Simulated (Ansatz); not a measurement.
Ansatz (an electronic-structure program) input (MP2/6-31G*):

Ansatz 0.2 input:
```yaml
crystal:
  periodic: [false, false, false]
  atoms:
    - {symbol: C, position_ang: [0.01425900, -0.00055500, -0.74078200]}
    - {symbol: O, position_ang: [0.00715200, 0.00561000, 0.56769200]}
    - {symbol: H, position_ang: [0.88752300, 0.26011200, 0.88741300]}
    - {symbol: H, position_ang: [-1.03029300, -0.30166700, -0.98425100]}
basis:
  gaussian:
    orbitals: 6-31G*
magnetization: {spin_polarized: false}
correlation: {method: mp2, electrons: outside_noble_gas}
relax: {f_tol: 0.003, max_steps: 120}
```

Output:

```
Functional definition: HF
these checks for a lower state are left out or cut short: cluster_reference
integrals: 0.00 GiB planned
367 factors; integrals over basis functions are off by at most 5.1e-4 eV
mean field: 0.05 GiB planned
mean field evaluation 1: about -3095.2549 eV, gradient 2.0e1 eV
mean field evaluation 2: about -3095.2544 eV, gradient 2.0e1 eV
mean field evaluation 4: about -3096.1669 eV, gradient 2.8e0 eV
mean field evaluation 8: about -3096.1904 eV, gradient 4.3e-2 eV
mean field -3096.19040777 eV, -113.7828988124 hartree, gradient 2.1e-6 eV, S^2 0.000000; 0 other end points of the search recorded, 0 dependent functions left out; unrestricted orbitals would lower it
2 core orbitals not correlated
reference -3096.19040777 eV, -113.7828988124 hartree; 6, 6 occupied and 26, 26 virtual orbitals, 367 factors
densities: 0.05 GiB planned
second order -7.80936691 eV of doubles, -0.00000000 eV of singles
the calculation of the forces begins
relax step   1: F+E_penalty+E_count = -3103.99977468 eV  Δ(F+E_penalty+E_count) = +0.000e0 eV  max|allowed force component| = 7.170e-1 eV/Å  Δτ_max = 0.0000 Å  (37 SCF iters, accepted)
these checks for a lower state are left out or cut short: starts, cluster_reference, orbital_swaps, neighbouring_geometries, increment
integrals: 0.00 GiB planned
367 factors; integrals over basis functions are off by at most 5.1e-4 eV
mean field: 0.05 GiB planned
mean field evaluation 16: about -3096.1766 eV, gradient 7.6e-1 eV
mean field -3096.17758491 eV, -113.7824275810 hartree, gradient 1.1e-6 eV, S^2 0.000000; 0 other end points of the search recorded, 0 dependent functions left out; unrestricted orbitals would lower it
2 core orbitals not correlated
reference -3096.17758491 eV, -113.7824275810 hartree; 6, 6 occupied and 26, 26 virtual orbitals, 367 factors
densities: 0.05 GiB planned
second order -7.82897650 eV of doubles, -0.00000000 eV of singles
the calculation of the forces begins
relax step   2: F+E_penalty+E_count = -3104.00656142 eV  Δ(F+E_penalty+E_count) = -6.787e-3 eV  max|allowed force component| = 3.367e-1 eV/Å  Δτ_max = 0.0059 Å  (34 SCF iters, accepted)
these checks for a lower state are left out or cut short: starts, cluster_reference, orbital_swaps, neighbouring_geometries, increment
integrals: 0.00 GiB planned
367 factors; integrals over basis functions are off by at most 5.1e-4 eV
mean field: 0.05 GiB planned
mean field evaluation 32: about -3096.1653 eV, gradient 1.1e-6 eV
mean field -3096.16534616 eV, -113.7819778152 hartree, gradient 1.1e-6 eV, S^2 0.000000; 0 other end points of the search recorded, 0 dependent functions left out; unrestricted orbitals would lower it
2 core orbitals not correlated
reference -3096.16534616 eV, -113.7819778152 hartree; 6, 6 occupied and 26, 26 virtual orbitals, 367 factors
densities: 0.05 GiB planned
second order -7.84304836 eV of doubles, -0.00000000 eV of singles
the calculation of the forces begins
relax step   3: F+E_penalty+E_count = -3104.00839452 eV  Δ(F+E_penalty+E_count) = -1.833e-3 eV  max|allowed force component| = 2.825e-2 eV/Å  Δτ_max = 0.0068 Å  (33 SCF iters, accepted)
these checks for a lower state are left out or cut short: starts, cluster_reference, orbital_swaps, neighbouring_geometries, increment
integrals: 0.00 GiB planned
367 factors; integrals over basis functions are off by at most 5.1e-4 eV
mean field: 0.05 GiB planned
mean field -3096.16475160 eV, -113.7819559654 hartree, gradient 1.1e-6 eV, S^2 0.000000; 0 other end points of the search recorded, 0 dependent functions left out; unrestricted orbitals would lower it
2 core orbitals not correlated
reference -3096.16475160 eV, -113.7819559654 hartree; 6, 6 occupied and 26, 26 virtual orbitals, 367 factors
densities: 0.05 GiB planned
second order -7.84368592 eV of doubles, -0.00000000 eV of singles
the calculation of the forces begins
relax step   4: F+E_penalty+E_count = -3104.00843752 eV  Δ(F+E_penalty+E_count) = -4.300e-5 eV  max|allowed force component| = 2.772e-2 eV/Å  Δτ_max = 0.0017 Å  (35 SCF iters, accepted)
these checks for a lower state are left out or cut short: starts, cluster_reference, orbital_swaps, neighbouring_geometries, increment
integrals: 0.00 GiB planned
367 factors; integrals over basis functions are off by at most 5.1e-4 eV
mean field: 0.05 GiB planned
mean field -3096.16526533 eV, -113.7819748447 hartree, gradient 2.6e-6 eV, S^2 0.000000; 0 other end points of the search recorded, 0 dependent functions left out; unrestricted orbitals would lower it
2 core orbitals not correlated
reference -3096.16526533 eV, -113.7819748447 hartree; 6, 6 occupied and 26, 26 virtual orbitals, 367 factors
densities: 0.05 GiB planned
second order -7.84318787 eV of doubles, -0.00000000 eV of singles
the calculation of the forces begins
relax step   5: F+E_penalty+E_count = -3104.00845320 eV  Δ(F+E_penalty+E_count) = -1.568e-5 eV  max|allowed force component| = 2.098e-3 eV/Å  Δτ_max = 0.0006 Å  (26 SCF iters, accepted)
these checks for a lower state are left out or cut short: cluster_reference
integrals: 0.00 GiB planned
367 factors; integrals over basis functions are off by at most 5.1e-4 eV
mean field: 0.05 GiB planned
mean field evaluation 64: about -3096.1653 eV, gradient 4.4e-2 eV
mean field -3096.16526533 eV, -113.7819748447 hartree, gradient 2.6e-6 eV, S^2 0.000000; 1 other end points of the search recorded, 0 dependent functions left out; unrestricted orbitals would lower it
2 core orbitals not correlated
reference -3096.16526533 eV, -113.7819748447 hartree; 6, 6 occupied and 26, 26 virtual orbitals, 367 factors
densities: 0.05 GiB planned
second order -7.84318787 eV of doubles, -0.00000000 eV of singles
the calculation of the forces begins
Total energy: -3104.00845320 eV, -114.0702066825 hartree
Atom 0 at     0.018032     0.000495    -0.745907 Å, force    -0.000244    -0.000067     0.000405 eV/Å
Atom 1 at    -0.002348     0.002946     0.577323 Å, force     0.002098     0.000604     0.000308 eV/Å
Atom 2 at     0.890510     0.260927     0.880697 Å, force    -0.002030    -0.000587    -0.000681 eV/Å
Atom 3 at    -1.027553    -0.300867    -0.982041 Å, force     0.000176     0.000050    -0.000032 eV/Å
Dipole moment:     0.074553     0.023417     0.324553 e Å
Checks for a lower state left out: cluster_reference
```

The geometry given is a B3LYP-D3(BJ)/def2-TZVP minimum.
